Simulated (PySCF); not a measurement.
## Calcium: a sound run and one with changed settings

Sound run: Ca [Ar] 4s2, Ca⁺ [Ar] 4s1. Calculation: PySCF 2.14, in x2c-TZVPall (6s5p3d, 36 functions); the spin-free X2C one-electron Hamiltonian (Gaussian nucleus). In the sound run the correlated levels freeze [Ar]. The sound run starts from symmetry-adapted Hartree-Fock orbitals and uses a fine grid where one is needed.

Changed run: basis STO-3G, all-electron and non-relativistic. This setting is unsound on purpose.

| species | method | sound run (hartree) | changed run (hartree) | converged |
| --- | --- | --- | --- | --- |
| Ca | UHF | -679.62020 | -669.98887 | yes |
| Ca | PBE | -680.22392 | -670.47882 | yes |
| Ca | LDA | -678.57549 | -668.82713 | yes |
| Ca | MP2 | -679.63866 | -670.00456 | yes |
| Ca | CCSD(T) | -679.64840 | -670.01744 | yes |
| Ca⁺ | UHF | -679.43136 | -669.84136 | yes |
| Ca⁺ | PBE | -679.99986 | -670.28413 | yes |
| Ca⁺ | LDA | -678.34619 | -668.62561 | yes |

Ionisation energy of Ca:

| method | sound run (eV) | changed run (eV) |
| --- | --- | --- |
| UHF | 5.139 | 4.014 |
| PBE | 6.097 | 5.298 |
| LDA | 6.240 | 5.484 |
| MP2 | 5.641 | 4.441 |
| SCS-MP2 | 5.742 | 4.526 |
| CCSD | 5.906 | 4.791 |
| CCSD(T) | 5.906 | 4.791 |
| CCSDT | 5.906 | 4.791 |
| FCI | 5.906 | 4.791 |

A minimal basis cannot let orbitals breathe on ionisation and holds almost no correlation. The Hamiltonian changed with the basis, so the totals do not compare.

For comparison, NIST gives 6.113 eV between the lowest levels.
